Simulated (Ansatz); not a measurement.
C2H8S2Si can be A, `C[SiH2]SSC`, or B, `C[Si](C)(S)S`.

Calculated with Ansatz (gas phase, PBE0-D4/def2-TZVP geometries, no zero-point term in ΔE). CCSD(T)/CBS adds triple-zeta CCSD(T) − MP2 to the extrapolated MP2 energy (def2 sets, frozen cores). Functionals use def2-TZVPP. B3LYP here is the variant with VWN-RPA as its local correlation; programs differ in this. One conformer a species, not always the lowest.

Q: Which is lower in electronic energy at CCSD(T)/CBS, and by how much? (An estimate is asked.)

A: Computed: B, by 149.8 kJ/mol.

Q: Give E(B) − E(A) in kJ/mol with ωB97M-V, B2PLYP, B3LYP-D4, CCSD(T)/def2-TZVPP, HF/def2-TZVPP, PBE0-D4, BLYP-D4. (Best estimate.)

A: The calculation gave: ωB97M-V -150.7, B2PLYP -145.5, B3LYP-D4 -141.3, CCSD(T)/def2-TZVPP -153.7, HF/def2-TZVPP -149.0, PBE0-D4 -146.1, BLYP-D4 -133.8. None reverses the order clearly.

Q: Does the order hold for the free energy at 298.15 K (harmonic terms from PBE0-D4)? (Best estimate.)

A: The calculation gave: Yes: G(B) − G(A) = -152.6 kJ/mol, for one conformer each.

Largest T1 diagnostic: 0.011.

From PBE to PBE0 (25 % exact exchange), in def2-TZVPP and without D4, E(B) − E(A) moves by −8.3 kJ/mol. In def2-TZVPP, CCSD(T) changes the Hartree–Fock value by −4.7 kJ/mol (the triples alone add +1.9 kJ/mol) and MP2 by −8.5 kJ/mol.
